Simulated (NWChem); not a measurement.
# PbNH₂F, singlet; SMILES [NH2][Pb][F]

```xyz
5

Pb     0.2720     0.0231     0.0000
F     -0.9798    -1.6216     0.0000
N     -1.3942     1.3389     0.0000
H     -2.3433     0.9733     0.0000
H     -1.3863     2.3544     0.0000
```
Atoms are numbered in this order, from 1.

Results from NWChem. Low-valent species are run as closed-shell singlets; no triplet was tried in these runs. Geometry: optimised at PBE0/def2-SVP. def2 effective core potentials on Pb; no spin-orbit coupling. B3LYP is NWChem's, with the RPA form of VWN correlation. Vertical excitations in the gas phase; the lowest state need not have the same character in each row.

```json
[
 {"level": "PBE/def2-SVP, full TDDFT", "lowest excitation, singlet (eV)": "4.32", "orbital gap (eV)": "3.23"},
 {"level": "B3LYP/def2-SVP, full TDDFT", "lowest excitation, singlet (eV)": "4.45", "orbital gap (eV)": "4.65"},
 {"level": "LDA (Slater exchange, VWN5)/def2-SVP, full TDDFT", "lowest excitation, singlet (eV)": "4.35", "orbital gap (eV)": "3.21"}
]
```
